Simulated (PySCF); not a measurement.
**Electronic absorption of C4H4F3PS**

Species: C4H4F3PS.
SMILES: `C[P@]1(=S)C=C1C(F)(F)F`

Theory: TDDFT CAM-B3LYP/def2-SVPD, vertical, gas phase, core orbitals frozen in the response (PySCF 2.14.0, density-fitted response routines). Geometry: GFN2-xTB; no solvent, vibrations or thermal averaging. Torsions of this conformer, `[CH3:1][P@:2]1(=[S:3])[CH:4]=[C:5]1[C:6]([F:7])([F:8])[F:9]`: C4–C5–C6–F7 -5°.

**Question.** Predict the UV-vis stick spectrum at this level.

**Answer.** 

| state | λ (nm) | E (eV) | f | main configurations (H = HOMO, L = LUMO) |
| --- | --- | --- | --- | --- |
| S1 | 280.2 | 4.43 | 0.0075 | H→L (92%) |
| S2 | 252.9 | 4.90 | 0.0008 | H-1→L (92%) |
| S3 | 230.9 | 5.37 | 0.0041 | H-1→L+1 (50%), H-1→L+2 (22%) |
| S4 | 230.0 | 5.39 | 0.0093 | H→L+1 (41%), H→L+3 (21%), H→L+2 (13%) |
| S5 | 219.7 | 5.64 | 0.037 | H-1→L+2 (27%), H→L+2 (26%), H-1→L+3 (20%) |
| S6 | 212.1 | 5.84 | 0.121 | H→L+2 (29%), H-1→L+2 (26%), H→L+1 (22%) |
| S7 | 192.9 | 6.43 | 0.044 | H→L+3 (47%), H→L+2 (16%), H→L+1 (10%) |
| S8 | 185.6 | 6.68 | 0.038 | H-1→L+3 (60%), H-1→L+1 (13%), H-1→L+2 (8%) |

Triplets, Tamm–Dancoff:

```json
{"state": "T1", "E (eV)": "4.00", "λ (nm)": "310.3", "main configurations (H = HOMO, L = LUMO)": "H→L (87%), H-3→L (8%)"}
{"state": "T2", "E (eV)": "4.29", "λ (nm)": "289.0", "main configurations (H = HOMO, L = LUMO)": "H-2→L (57%), H-1→L (32%)"}
{"state": "T3", "E (eV)": "4.67", "λ (nm)": "265.3", "main configurations (H = HOMO, L = LUMO)": "H→L+1 (59%), H→L+2 (28%)"}
```

The lowest singlet comes at 280 nm (427 kJ/mol) in the ultraviolet; it is weak; its leading configuration is HOMO→LUMO (92%). The most intense listed level is S6 at 5.84 eV (212 nm, f = 0.121), 1.42 eV above S1. Löwdin shares by element: HOMO sulfur 65%, phosphorus 17%, carbon 14% or more; LUMO carbon 76% or more, hydrogen 7% or more (atoms not listed hold the other 17%). Orbital energies (eV): HOMO-3 -11.50, HOMO-2 -10.64, HOMO-1 -8.47, HOMO -8.28, LUMO -0.63, LUMO+1 0.50, LUMO+2 0.77. Of the 8 states listed, 4 reach f = 0.01 and none stays under 0.0005. The oscillator strengths of these states sum to 0.261; summed over the whole spectrum of an exact calculation they would give the number of electrons, 86 (Thomas–Reiche–Kuhn). No computed singlet lies in the visible range (380 to 750 nm); the lowest, at 280 nm, stands 1.16 eV above its violet end (3.26 eV). The window holds the lowest 8 singlets.

The run took 65 s (with the writing of density and orbital grids) on one thread of an Arm Neoverse V1, shared host with 64 logical CPUs at a one-minute load of 48, and the process peaked at 1.1 GiB of memory.
